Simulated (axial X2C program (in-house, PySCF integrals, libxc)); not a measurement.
Nuclear properties of InSe⁻

Calculated with an axial X2C code built on PySCF integrals: two-component X2C with atomic mean-field Coulomb and Gaunt terms, Gaussian nuclei, basis In dyall-acv3z, Se dyall-acv3z with contracted cores.

R = 2.448 Å (near the PBE0 minimum at charge -1 of the determinant lowest at the starting distance; the state shown can have its own minimum elsewhere).

Determinant lowest in the PBE0 search, Ω = 0 (closed shell), highest spinor 42% Se p, 34% In p, 18% In s:

```json
{"level": "PBE0", "qzz In (a.u.)": "-4.84", "qzz Se (a.u.)": "0.30"}
{"level": "HF", "qzz In (a.u.)": "-5.78", "qzz Se (a.u.)": "0.46"}
{"level": "PBE50", "qzz In (a.u.)": "-5.28", "qzz Se (a.u.)": "0.44"}
{"level": "PBE", "qzz In (a.u.)": "-4.40", "qzz Se (a.u.)": "0.17"}
{"level": "LDA", "qzz In (a.u.)": "-4.43", "qzz Se (a.u.)": "0.12"}
```

Determinant 2.20 eV from it at PBE0 and this distance, Ω = 2 (⟨Sz⟩ = 0.99, ⟨Lz⟩ = 1.01 at PBE0), spin on the atoms In 0.74, Se 0.25:

```
level  Eeff magnitude (GV/cm)  Ws magnitude In (kHz)  A∥/gI In (MHz)  qzz In (a.u.)  A∥/gI Se (MHz)  qzz Se (a.u.)
 PBE0                    12.6                   3.59             564          -0.88            84.6           5.46
   HF                    18.9                   5.41             371          -1.87            31.7           5.32
PBE50                    14.4                   4.11             543          -1.09              68           5.50
  PBE                      11                   3.13             603          -0.67             104           5.34
  LDA                    11.1                   3.16             666          -0.51             116           5.46
```

Eeff is the effective electric field on the electron electric dipole moment in this Ω state and Ws the scalar–pseudoscalar constant of the nucleus named (defined with the proton number Z and per Ω); A∥ (defined per Ω) follows by multiplying with gI = μI/(I μN); qzz is the electric field gradient, eQq0 = 234.96 MHz × Q/barn × qzz. The operators were transformed with the bare-nucleus X2C matrices; with these basis sets, hyperfine constants and field gradients can be off by tens of per cent, and where levels differ in sign neither size nor sign is settled.

With Q(115In) = 0.772 barn (Q from Pyykkö, Mol. Phys. 2018), turn the PBE0 values of the first state into constants in MHz.

eQq0(115In) = 234.96 × (0.772) × (-4.84) = -878 MHz.

Each state is one determinant with collinear spin, which with several unpaired electrons need not be a pure state. Unrestricted Hartree–Fock can overshoot spin polarisation at the nuclei. For an anion, determinants above electron detachment, or with a positive highest level, are held by the basis set. With several open shells hyperfine constants can be off by a factor of several. Open-shell Ω = 0 determinants with evenly filled partner blocks cannot be reached by this program, so the Ω shown need not be the lowest component. The search compared states at one distance, so a state with another bond length can lie lower. Further determinants of the search, some of them spin-mixed, are not shown. Where a field gradient or hyperfine factor spreads by more than a factor of two over the levels, a constant derived from it is not to be relied on. PBE0 term energies can be off by some tenths of an eV.
